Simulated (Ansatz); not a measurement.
Basis sets compared for InSi₁₉H₂₈⁻, a doped nanocrystal cut from the lattice of silicon (In on an inner site). Total charge -1; singlet. Geometry r2SCAN-D4/def2-SVP. Ansatz on 2 threads of AMD EPYC 7R13 on a shared host and a share (18 GiB) of an NVIDIA H100 80GB HBM3; times are rough, and most runs start from earlier orbitals.

Cartesian coordinates in Å:
```
Si -4.2040 1.5942 0.3745
Si -0.4518 -3.8782 2.4509
Si 2.2577 -3.0345 -1.1194
Si -1.7860 2.2665 -2.5706
Si 1.3223 -0.0660 -3.2119
In -1.2673 -1.0486 -0.3278
Si -1.0858 1.4567 2.8610
Si 1.9333 -0.7097 2.1386
Si 1.2096 2.2633 -0.0866
Si 4.2879 0.0842 -0.7376
Si -2.2136 -2.7923 1.3358
Si -2.9584 0.6241 -1.3648
Si -2.9310 2.6729 2.0409
Si 0.4250 -1.9288 -2.0872
Si 1.0261 -2.3885 3.5207
Si 3.3162 -1.6735 0.4878
Si -0.4092 1.2160 -4.1728
Si -0.3313 3.5888 -1.2743
Si 2.5696 1.3189 -1.7645
Si 0.2096 0.5329 1.1408
H -5.2427 2.5806 -0.0899
H -4.9626 0.4994 1.0724
H -0.9178 -4.8548 3.4988
H 0.3557 -4.6827 1.4743
H 3.3206 -3.3780 -2.1295
H 1.8487 -4.3337 -0.4902
H -2.6931 3.2115 -3.3173
H 2.2560 -0.4588 -4.3288
H -1.6465 0.3457 3.7022
H -0.3298 2.3601 3.7974
H 2.8479 0.1198 3.0042
H 2.0789 3.1683 0.7470
H 5.2341 -0.4647 -1.7687
H 5.0921 0.9811 0.1604
H -3.0636 -3.8819 0.7363
H -3.0610 -2.1807 2.4189
H -3.9695 0.0687 -2.3357
H -3.8518 2.9842 3.1902
H -2.4608 3.9996 1.5255
H -0.1087 -2.8348 -3.1679
H 2.1511 -3.1739 4.1383
H 0.3024 -1.7318 4.6618
H 4.4155 -2.4556 1.1574
H -1.2417 0.3338 -5.0612
H 0.1919 2.2698 -5.0625
H 0.4488 4.4672 -2.2149
H -1.0950 4.5143 -0.3753
H 3.1821 2.4295 -2.5768
```

In the def2 sets In takes a core potential; there is no spin–orbit coupling. Single mean-field runs in def2-SVP, def2-TZVP are fitted with def2-universal-jkfit.

```csv
level,functions,energy (Eh),HOMO (eV),LUMO (eV),wall time
PBE-D4/def2-SVP (with forces),508,-5703.1861,-2.77,0.89,6 s
PBE0-D4/def2-SVP (with forces),508,-5703.7602,-3.68,1.53,6 s
```

Question: Estimate the rows for PBE-D4/def2-TZVP, PBE0-D4/def2-TZVP.

Answer: 
```tsv
level	functions	energy (Eh)	HOMO (eV)	LUMO (eV)	wall time
PBE-D4/def2-TZVP	921	-5705.0935	-2.85	0.70	5.5 s
PBE0-D4/def2-TZVP	921	-5705.6441	-3.70	1.40	6.5 s
```
